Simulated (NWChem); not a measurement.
# HSO3 cation; SMILES O=S(=O)=[OH+]

```xyz
5

O     -1.4537     0.1712     0.0000
S     -0.0470    -0.0968     0.0000
O      0.7028    -1.3103     0.0000
O      0.8947     1.1463     0.0000
H      0.4166     2.0180     0.0000
```
Atoms are numbered in this order, from 1.

Program: NWChem. Pople sets run with spherical d functions. Geometry: optimised at B3LYP/6-31G* (spherical d). B3LYP is NWChem's, with the RPA form of VWN correlation. Atomic charges in e: unrestrained fits to the electrostatic potential beside Mulliken populations; buried atoms are poorly determined by the fit.

For level Hartree-Fock/6-31G*:

- Mulliken O1: -0.40
- ESP S2: 1.47
- Mulliken S2: 1.81
- Mulliken O3: -0.37
- Mulliken O4: -0.63

Question: Estimate the same quantities for level B3LYP/def2-SVP.

Answer: 
| Property | Value |
|---|---|
| Mulliken O1 | -0.18 |
| ESP S2 | 1.27 |
| Mulliken S2 | 1.21 |
| Mulliken O3 | -0.16 |
| Mulliken O4 | -0.18 |
